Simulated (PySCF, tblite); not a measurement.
Compound: C2H10OPSi2 (doublet state).
SMILES: `CCO[SiH2][SiH]P`

Jobs on this species (16 atoms, 73 electrons) with PySCF (density fitting) and tblite. Hardware of each: an AMD EPYC 7B13 with one thread, no GPU, shared host. Times come from a shared host and carry two figures at best.

Problem. Rank these jobs by wall time, shortest first.
A. UKS B3LYP, pcH-1 on C H O P Si, non-relativistic, mean-field spin-orbit, GIAO; unrestricted SCF, g, hyperfine, density and orbital grids written; 280 basis functions
B. GFN2-xTB; L-BFGS relaxation
C. GFN2-xTB; Hessian by finite differences

Solution. C (0.78 s), B (2.0 s), A (68 s).

All jobs:

```csv
level and settings,work,basis functions,SCF cycles,wall time
GFN2-xTB,Hessian by finite differences,–,–,0.78 s
GFN2-xTB,L-BFGS relaxation,–,–,2.0 s
"UKS B3LYP, pcH-1 on C H O P Si, non-relativistic, mean-field spin-orbit, GIAO","unrestricted SCF, g, hyperfine, density and orbital grids written",280,12,68 s
```

Problem. What do all jobs in the table cost together?

Solution. About 71 s; the longest takes about 96 % of that, and about 87 times as long as the shortest.
